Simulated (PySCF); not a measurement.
Compound: CH₈FNSSi₂.
Geometry (GFN2-xTB, Å), atoms numbered from 1 in this order:
```xyz
14
CH8FNSSi2 angstrom
C      3.097   -0.035    0.203
S      1.691   -0.521    1.251
Si     0.116    0.295    0.073
F      0.290   -0.201   -1.452
N     -1.347   -0.308    0.706
Si    -2.926   -0.123    0.003
H      2.951   -0.418   -0.801
H      3.986   -0.472    0.644
H      3.182    1.047    0.189
H      0.213    1.736   -0.055
H     -1.290   -0.781    1.592
H     -2.951   -0.771   -1.305
H     -3.183    1.311   -0.140
H     -3.829   -0.759    0.958
```

The closed-shell SCF was solved with PySCF and density fitting under several settings on one GFN2-xTB geometry (grid level 2 and gas phase unless stated).

```csv
settings,basis functions,SCF cycles,E (Eh),HOMO (eV),LUMO (eV),dipole (D)
PBE0/pcSseg-1,163,12,-1174.1700,-7.09,0.01,0.89
PBE0/def2-SVPD,202,12,-1173.7934,-7.11,-0.26,0.91
```

Task: Estimate the row for these settings: BHandHLYP/pcSseg-1, fitting basis def2-universal-jkfit, damping 0.1 at the start, DIIS from the seventh cycle.

Result: 
```
                                                                                                     settings  basis functions  SCF cycles      E (Eh)  HOMO (eV)  LUMO (eV)  dipole (D)
BHandHLYP/pcSseg-1, fitting basis def2-universal-jkfit, damping 0.1 at the start, DIIS from the seventh cycle              163          13  -1174.6665      -8.17       0.92        0.98
```

Task: Over all rows, what range does the HOMO–LUMO gap span?

Result: From 6.85 eV (PBE0/def2-SVPD) to 9.09 eV (BHandHLYP/pcSseg-1, fitting basis def2-universal-jkfit, damping 0.1 at the start, DIIS from the seventh cycle). The functional of the narrowest has 25 % exact exchange, that of the widest 50 % exact exchange.

Task: Compare two rows with the functional PBE0: PBE0/pcSseg-1 and PBE0/def2-SVPD. Which energy is lower, and by how much?

Result: PBE0/pcSseg-1 (163 functions) lies 0.3766 Eh or 236 kcal/mol below PBE0/def2-SVPD (202 functions). The smaller set gives the lower energy; the two sets aren't nested, so the variational bound doesn't order them by size.

Cycle counts include a coarse-grid stage where the run had one.

One conformer stands for the species.
